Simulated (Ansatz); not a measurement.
Z-matrix (Å, degrees):
```
B
C 1 1.5443
H 2 1.0914 1 115.01
H 2 1.0979 3 109.56 1 -129.78
H 2 1.1015 3 106.12 4 -114.54
C 1 1.5443 2 129.34 3 -152.50
H 6 1.0914 1 114.99 2 -152.39
H 6 1.0979 7 109.56 1 -129.77
H 6 1.1015 7 106.11 8 -114.55
```
Charge 0, spin multiplicity 2.

Method: frozen-core CCSD(T)/cc-pVTZ // PBE0-D4/def2-TZVP (Ansatz, a first-principles code).

```
Item                           Result
----------------------  -------------
HF energy               -103.89402 Ha
MP2 correlation energy    -0.43306 Ha
```

Task: Estimate the CCSD correlation energy, the (T) correction, the total energy and the T1 diagnostic.

Result: 
```
Property                        Result
-----------------------  -------------
CCSD correlation energy    -0.47183 Ha
(T) correction             -0.01727 Ha
CCSD(T) total energy     -104.38313 Ha
T1 diagnostic                    0.011
```
